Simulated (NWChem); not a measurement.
Species: K cation

Q: Give the principal values of the shielding tensors (ppm) of K1 from PBE0/pcSseg-3, GIAO (NWChem), with their diamagnetic and paramagnetic parts as GIAO splits them.

A: 
```csv
atom,σ11,σ22,σ33,isotropic,diamagnetic,paramagnetic
K1,1325.5,1325.5,1325.5,1325.5,1325.5,0.0
```
